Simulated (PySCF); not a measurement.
# From a computed spectrum to the compound

A species of 7 atoms with charge 0 has these harmonic modes (PBE, small Gaussian bases with core potentials, PySCF 2.14.0):

| cm⁻¹ | km/mol | symmetry |
| --- | --- | --- |
| 42 | 8.2 | a1 |
| 109 | 1.1 | e |
| 109 | 1.1 | e |
| 260 | 0.0 | a2 |
| 343 | 254.7 | e |
| 343 | 254.7 | e |
| 467 | 5.8 | e |
| 467 | 5.8 | e |
| 481 | 462.3 | a1 |
| 576 | 166.7 | e |
| 576 | 166.7 | e |
| 598 | 5.1 | a1 |
| 3852 | 134.6 | e |
| 3852 | 134.6 | e |
| 3853 | 5.1 | a1 |

Which species is it, and in which structure?

Gd(OH)3 (singlet in the valence; each metal's 4f electrons, 7 of them, lie in its core potential, out of spins and levels):
```xyz
7

Gd    0.0000    0.0000   -0.0478
O     2.0708    0.0000    0.1385
H     3.0244    0.0000    0.2970
O    -1.0354    1.7933    0.1385
H    -1.5122    2.6192    0.2970
O    -1.0354   -1.7933    0.1385
H    -1.5122   -2.6192    0.2970
```
Ideal gas at 298.15 K and 1 bar: S = 375.8 J/(mol K), Cp = 108.3 J/(mol K), H − H(0 K) = 22.4 kJ/mol (rigid rotor, harmonic modes, spin degeneracy alone, that of the 4f electrons in the core included; the modes under 60 cm⁻¹ make these uncertain). An lcecp potential fixes the number of 4f electrons, so in runs with it no electron can move into or out of that shell.
 The answer isn't unique; the calculation gave this one.
